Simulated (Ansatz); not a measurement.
# Nudged elastic band run: CH₆AlNOSn

Input:

```yaml
crystal:
  periodic: [false, false, false]
  atoms:
    - { symbol: O, position_ang: [-2.355435, -0.328651, 1.363701] }
    - { symbol: C, position_ang: [0.113943, 1.328462, 0.044344] }
    - { symbol: "N", position_ang: [0.853338, 0.811501, -0.876715] }
    - { symbol: Sn, position_ang: [0.799091, -1.431893, -0.664651] }
    - { symbol: Al, position_ang: [-0.651778, -0.106133, 1.321221] }
    - { symbol: H, position_ang: [-2.951793, -0.42422, 0.62164] }
    - { symbol: H, position_ang: [0.03556, 2.433279, 0.053824] }
    - { symbol: H, position_ang: [1.332911, 1.435397, -1.533499] }
    - { symbol: H, position_ang: [2.499445, -1.789158, -0.754979] }
    - { symbol: H, position_ang: [0.309005, -1.840568, -2.285659] }
    - { symbol: H, position_ang: [0.081213, -0.145016, 2.731472] }
basis:
  gaussian: { orbitals: def2-SVP }
hamiltonian:
  xc: pbe0
neb:
  order_check: false
  images: 3
  f_tol: 0.05
  max_iterations: 60
  climbing: false
  final_atoms:
    - { symbol: O, position_ang: [-1.49030769, 1.63024395, 0.58844738] }
    - { symbol: C, position_ang: [-0.67955647, 0.52402016, 0.50131205] }
    - { symbol: "N", position_ang: [0.0515746, 0.62767306, -0.76182269] }
    - { symbol: Sn, position_ang: [1.27330269, -1.27644708, -0.6094526] }
    - { symbol: Al, position_ang: [-0.26874474, -1.01234467, 1.48083389] }
    - { symbol: H, position_ang: [-1.97134153, 1.59193036, 1.42088164] }
    - { symbol: H, position_ang: [-0.58446298, 0.66668095, -1.56911454] }
    - { symbol: H, position_ang: [0.60904192, 1.49089228, -0.80829029] }
    - { symbol: H, position_ang: [2.85017677, -0.60601921, -0.90171731] }
    - { symbol: H, position_ang: [0.90718345, -1.96453797, -2.16299147] }
    - { symbol: H, position_ang: [-0.63136601, -1.72909183, 2.84261293] }
  initial_path:
    images:
      - { positions_ang: [[-2.355435, -0.328651, 1.363701], [0.113943, 1.328462, 0.044344], [0.853338, 0.811501, -0.876715], [0.799091, -1.431893, -0.664651], [-0.651778, -0.106133, 1.321221], [-2.951793, -0.42422, 0.62164], [0.03556, 2.433279, 0.053824], [1.332911, 1.435397, -1.533499], [2.499445, -1.789158, -0.754979], [0.309005, -1.840568, -2.285659], [0.081213, -0.145016, 2.731472]] }
      - { positions_ang: [[-2.06662602, 0.20195398, 1.00621176], [-0.16163711, 1.06966655, 0.27827834], [0.38374288, 0.67236382, -0.88573589], [1.00833363, -1.28175733, -0.69525323], [-0.13552189, -0.37423233, 1.48109429], [-2.56046287, 0.58596947, 0.39687958], [-0.30295114, 2.04495476, -0.21331145], [0.96598719, 1.37834964, -1.37942722], [2.66415333, -1.28126767, -0.87899764], [0.35975481, -2.20211316, -1.85285131], [-0.08927281, -0.87088774, 2.76381177]] }
      - { positions_ang: [[-1.77781703, 0.73255897, 0.64872252], [-0.43721722, 0.8108711, 0.51221268], [-0.08585223, 0.53322663, -0.89475678], [1.21757626, -1.13162166, -0.72585546], [0.38073423, -0.64233167, 1.64096758], [-2.16913275, 1.59615894, 0.17211916], [-0.64146228, 1.65663053, -0.4804469], [0.59906338, 1.32130229, -1.22535544], [2.82886165, -0.77337733, -1.00301628], [0.41050462, -2.56365831, -1.42004361], [-0.25975863, -1.59675949, 2.79615154]] }
      - { positions_ang: [[-1.63406236, 1.18140146, 0.61858495], [-0.55838685, 0.66744563, 0.50676237], [-0.01713882, 0.58044985, -0.82828974], [1.24543948, -1.20403437, -0.66765403], [0.05599475, -0.82733817, 1.56090073], [-2.07023714, 1.59404465, 0.7965004], [-0.61296263, 1.16165574, -1.02478072], [0.60405265, 1.40609728, -1.01682286], [2.83951921, -0.68969827, -0.95236679], [0.65884403, -2.26409814, -1.79151754], [-0.44556232, -1.66292566, 2.81938223]] }
      - { positions_ang: [[-1.49030769, 1.63024395, 0.58844738], [-0.67955647, 0.52402016, 0.50131205], [0.0515746, 0.62767306, -0.76182269], [1.27330269, -1.27644708, -0.6094526], [-0.26874474, -1.01234467, 1.48083389], [-1.97134153, 1.59193036, 1.42088164], [-0.58446298, 0.66668095, -1.56911454], [0.60904192, 1.49089228, -0.80829029], [2.85017677, -0.60601921, -0.90171731], [0.90718345, -1.96453797, -2.16299147], [-0.63136601, -1.72909183, 2.84261293]] }
```

Launched with:

```bash
$ ansatz run input.yaml --threads 2 --pin off --max-ram 3072MiB --backend cpu --events-out ev --progress --plain --runs-dir out
```

Output, in part (warnings, iteration lines, the closing report on the highest movable image, with atoms numbered from 0):

```
NEB end point (image 0): max|allowed force component| = 9.654e-3 eV/Å (the criterion of neb.relax_end_points is 1.000e-2)
NEB end point (image 4): max|allowed force component| = 1.677e-2 eV/Å (the criterion of neb.relax_end_points is 1.000e-2)
NEB iter   1: max|band force component| = 4.585e1 eV/Å  barrier→ = 14.8197 eV  barrier← = 12.1907 eV  Δτ_max = 0.1978 Å  (146 SCF iters)
NEB iter   2: max|band force component| = 2.340e1 eV/Å  barrier→ = 7.6960 eV  barrier← = 5.0670 eV  Δτ_max = 0.2000 Å  (114 SCF iters)
NEB iter   3: max|band force component| = 6.723e0 eV/Å  barrier→ = 4.6996 eV  barrier← = 2.0706 eV  Δτ_max = 0.1985 Å  (113 SCF iters)
NEB iter   4: max|band force component| = 2.998e0 eV/Å  barrier→ = 3.9632 eV  barrier← = 1.3342 eV  Δτ_max = 0.2000 Å  (94 SCF iters)
NEB iter   5: max|band force component| = 1.280e0 eV/Å  barrier→ = 3.4883 eV  barrier← = 0.8593 eV  Δτ_max = 0.2000 Å  (94 SCF iters)
NEB iter   6: max|band force component| = 1.641e0 eV/Å  barrier→ = 3.2368 eV  barrier← = 0.6078 eV  Δτ_max = 0.1008 Å  (100 SCF iters)
NEB iter   7: max|band force component| = 7.032e-1 eV/Å  barrier→ = 3.1395 eV  barrier← = 0.5106 eV  Δτ_max = 0.0681 Å  (93 SCF iters)
NEB iter   8: max|band force component| = 3.674e-1 eV/Å  barrier→ = 3.1310 eV  barrier← = 0.5021 eV  Δτ_max = 0.0352 Å  (97 SCF iters)
NEB iter   9: max|band force component| = 1.886e-1 eV/Å  barrier→ = 3.1337 eV  barrier← = 0.5048 eV  Δτ_max = 0.0401 Å  (97 SCF iters)
NEB iter  10: max|band force component| = 1.351e-1 eV/Å  barrier→ = 3.1212 eV  barrier← = 0.4922 eV  Δτ_max = 0.0736 Å  (96 SCF iters)
NEB iter  11: max|band force component| = 1.118e-1 eV/Å  barrier→ = 3.1123 eV  barrier← = 0.4834 eV  Δτ_max = 0.0453 Å  (96 SCF iters)
NEB iter  12: max|band force component| = 9.521e-2 eV/Å  barrier→ = 3.1062 eV  barrier← = 0.4772 eV  Δτ_max = 0.0413 Å  (96 SCF iters)
NEB iter  13: max|band force component| = 5.764e-2 eV/Å  barrier→ = 3.1026 eV  barrier← = 0.4736 eV  Δτ_max = 0.0625 Å  (96 SCF iters)
NEB iter  14: max|band force component| = 2.696e-1 eV/Å  barrier→ = 3.1003 eV  barrier← = 0.4713 eV  Δτ_max = 0.0319 Å  (96 SCF iters)
NEB iter  15: max|band force component| = 5.510e-2 eV/Å  barrier→ = 3.1016 eV  barrier← = 0.4726 eV  Δτ_max = 0.0639 Å  (81 SCF iters)
NEB iter  16: max|band force component| = 4.133e-1 eV/Å  barrier→ = 3.1042 eV  barrier← = 0.4752 eV  Δτ_max = 0.0315 Å  (96 SCF iters)
NEB iter  17: max|band force component| = 8.533e-2 eV/Å  barrier→ = 3.1024 eV  barrier← = 0.4734 eV  Δτ_max = 0.0632 Å  (84 SCF iters)
NEB iter  18: max|band force component| = 5.077e-1 eV/Å  barrier→ = 3.1047 eV  barrier← = 0.4757 eV  Δτ_max = 0.0311 Å  (82 SCF iters)
NEB iter  19: max|band force component| = 5.592e-2 eV/Å  barrier→ = 3.1001 eV  barrier← = 0.4711 eV  Δτ_max = 0.0117 Å  (97 SCF iters)
NEB iter  20: max|band force component| = 4.833e-2 eV/Å  barrier→ = 3.1015 eV  barrier← = 0.4725 eV  Δτ_max = 0.0000 Å  (167 SCF iters)
Total energy: -17083.81413323 eV, -627.8185895712 hartree
Atom 0 at    -2.033921     0.795074     0.354976 Å, force     0.036645     0.164230     0.091956 eV/Å
Atom 1 at    -0.738425     0.392354     0.550966 Å, force    -0.057163    -0.158617     0.099491 eV/Å
Atom 2 at     0.137627     0.786664    -0.574250 Å, force    -0.054951     0.098710     0.096054 eV/Å
Atom 3 at     1.297019    -1.225951    -0.598112 Å, force     0.027243     0.028949     0.058722 eV/Å
Atom 4 at     0.093413    -0.804685     1.708345 Å, force     0.002642    -0.048965     0.039516 eV/Å
Atom 5 at    -2.141862     1.754406     0.415059 Å, force     0.117082     0.114375     0.151447 eV/Å
Atom 6 at    -0.486530     1.145492    -1.296055 Å, force    -0.015529    -0.366521    -0.721017 eV/Å
Atom 7 at     0.788313     1.549453    -0.385273 Å, force    -0.044252     0.082753     0.176467 eV/Å
Atom 8 at     2.840857    -0.974810    -1.383634 Å, force    -0.004295     0.064233    -0.007709 eV/Å
Atom 9 at     0.378880    -1.957101    -1.876978 Å, force     0.018148     0.100805     0.009738 eV/Å
Atom 10 at    -0.069872    -1.517896     3.105654 Å, force    -0.025571    -0.079953     0.005335 eV/Å
Dipole moment:     0.151467     0.613599    -0.364056 e Å
```

The run converged. Neighbouring images differ by up to 2.6 eV, so the band resolves the path poorly. No image climbed, so the highest image needn't sit at the top of the path. So few images can step over the top or miss a turn of the path. The orbitals stay closed-shell, which can raise the energy where a bond breaks towards radicals; this wasn't checked here.

Final band (atoms are numbered from 1 in the order of the input):

```
image  path coordinate (Å)  energy (kcal/mol)  O1–Al5 (Å)  C2–H7 (Å)  O1–C2 (Å)
    0                 0.00                0.0        1.72       1.11       3.25
    1                 1.97                9.4        1.76       1.11       2.66
    2                 3.95               69.5        2.81       1.09       1.43
    3                 5.92               71.5        2.99       2.01       1.37
    4                 7.89               60.6        3.04       2.08       1.37
```

The run took 4.7 min on 2 threads of Arm Neoverse V1, on a shared host, peak memory 0.3 GiB.
